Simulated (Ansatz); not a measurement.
Basis-set extrapolation for C7H12O2, SMILES `CC(=O)CC(=O)C(C)C` (PBE0-D4/def2-TZVP geometry, frozen core, Ansatz 0.2.0). Multiplicity 1, RHF reference.

```json
{"": "HF", "def2-TZVPP": "-421.962334", "def2-QZVPP": "-421.981414"}
{"": "MP2 correlation", "def2-TZVPP": "-1.636103", "def2-QZVPP": "-1.746976"}
{"": "CCSD(T) correlation", "def2-TZVPP": "-1.767383", "def2-QZVPP": "not run"}
```

Energies in hartree. Use E(X) = E(∞) + A·exp(−7.88·√X) for Hartree–Fock and E(X) = E(∞) + B·X^(−2.97) for correlation, with X = 3 and 4, and add CCSD(T) minus MP2 of the smaller set to the MP2 limit.

Q: What is the CCSD(T) energy at the basis-set limit?

A: HF limit: -421.981414 + (-0.019080) × 0.13774 = -421.98404. MP2 limit: -1.746976 + (-0.110873) × 0.74074 = -1.82910. Higher-order term: -1.767383 − (-1.636103) = -0.13128. Total: -423.94442 hartree, 563.7 kJ/mol below CCSD(T)/def2-TZVPP.
